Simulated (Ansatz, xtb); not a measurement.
**A geometry optimisation of H4InSi2 with r2SCAN-D4/def2-SVP**

The starting geometry of this gas-phase doublet was built from a drawn formula by distance geometry; its bonds are those of `[SiH][SiH2][InH]`.

```xyz
7

In   -1.0218   -1.7882   -2.2502
Si    0.3080    0.8174    0.1450
Si   -1.5638   -0.4261   -0.1569
H     0.3793    1.5893   -1.1123
H    -2.6282    0.4218   -0.5582
H    -1.8712   -1.1273    1.1191
H    -0.5362   -0.6064   -3.6293
```

Problem. Predict what it relaxes into with r2SCAN-D4/def2-SVP.

Solution. A new bond forms, giving a structure given below by its coordinates. Contacts that close: In1–Si2 (3.78 → 2.52 Å).

The energy falls by 1.02 eV over 17 steps:

| step | E − E(last) (eV) |
| --- | --- |
| 1 | 1.022 |
| 3 | 0.616 |
| 5 | 0.469 |
| 6 | 0.307 |
| 8 | 0.172 |
| 10 | 0.095 |
| 12 | 0.012 |
| 13 | 0.005 |
| 15 | 0.001 |
| 17 | 0.000 |

Final geometry (Å):

```json
{"atom": "In", "x (Å)": "-0.1062", "y (Å)": "-0.7137", "z (Å)": "-2.2542"}
{"atom": "Si", "x (Å)": "0.4691", "y (Å)": "0.5782", "z (Å)": "-0.1632"}
{"atom": "Si", "x (Å)": "-1.7269", "y (Å)": "-0.2415", "z (Å)": "-0.0156"}
{"atom": "H", "x (Å)": "-0.0291", "y (Å)": "1.7511", "z (Å)": "-1.0304"}
{"atom": "H", "x (Å)": "-2.9769", "y (Å)": "0.5815", "z (Å)": "-0.0592"}
{"atom": "H", "x (Å)": "-1.9828", "y (Å)": "-1.5003", "z (Å)": "0.7512"}
{"atom": "H", "x (Å)": "-0.5812", "y (Å)": "-1.5748", "z (Å)": "-3.6713"}
```

From the same start GFN2-xTB ends elsewhere, differing in In1–Si3 (3.58 against 2.80 Å here), In1–H7 (2.29 against 1.72 Å here).

No frequencies were run, so the end isn't proven a minimum. Open shells are spin-unrestricted. Atoms past krypton carry core potentials, without spin–orbit terms. Run with Ansatz 0.2.0, 89 s on 1 thread of AMD EPYC 9R45 96-Core Processor (Zen 5), with other jobs on the host.
